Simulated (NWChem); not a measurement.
Species: hydrogen telluride (H2Te); SMILES [TeH2]

```xyz
3

Te     0.0000     0.0000     0.0379
H      0.0000    -1.1785    -1.1353
H      0.0000     1.1785    -1.1353
```
Atoms are numbered in this order, from 1.

Computed with NWChem. Geometry: optimised at PBE0/def2-SVP (def2 core potentials past Kr). GIAO values for the isolated, static molecule; σ is the absolute isotropic shielding, δ = σ(reference) − σ with the isolated reference molecule computed at the same levels (1H: tetramethylsilane). Spin-orbit effects, on the heavy nuclei and on their neighbours, are missing.

Q: Predict the results for PBE0/x2c-SVPall-s, scalar ZORA without spin-orbit coupling. Quantities: σ Te1 (ppm); δ H2 (ppm).

A: 
```json
{
 "σ Te1 (ppm)": "3474.0",
 "δ H2 (ppm)": "1.65"
}
```
